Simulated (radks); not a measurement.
Results of a calculation; reference values are marked as such.
Question: These are the eigenvalues of the occupied orbitals of an atom or ion with whole-number occupations (hartree). Level of theory: scalar-relativistic Kohn-Sham, PBE, spin-polarised, spherical densities, finite nucleus; Fermi nuclear charge, rms radius of each element as measured or else 0.836 A^(1/3) + 0.57 fm (a radial shooting solver on a logarithmic mesh with Libxc functionals).

orbital  eigenvalue
1s up     -1657.521
1s down   -1657.515
2s up     -272.1584
2s down   -272.1547
2p up     -243.3963
2p down   -243.3906
3s up     -61.89387
3s down   -61.84785
3p up     -52.86088
3p down   -52.81434
3d up     -40.46930
3d down   -40.43228
4s up     -14.85937
4s down   -14.74549
4p up     -11.87885
4p down   -11.76491
4d up      -7.66217
4d down    -7.54588
5s up      -4.27259
5s down    -4.13559
5p up      -3.43811
5p down    -3.31017
4f up      -3.10351

Which element is it, and in what charge state? The configuration may be excited. Open shells, if any, are filled with parallel spins first.

Answer: Z = 61, promethium, charge +6: Pm6+ in [Kr] 4d10 4f3 5s2 5p4. The list shows which subshells hold electrons but not how many an open one holds; the 1s level, -1657.5 hartree, gives Z - s = 57.6 by -(Z - s)^2/2, which with screening and relativity narrows Z to a few neighbours, and the depths of the outer levels then fix element, charge and occupations together.
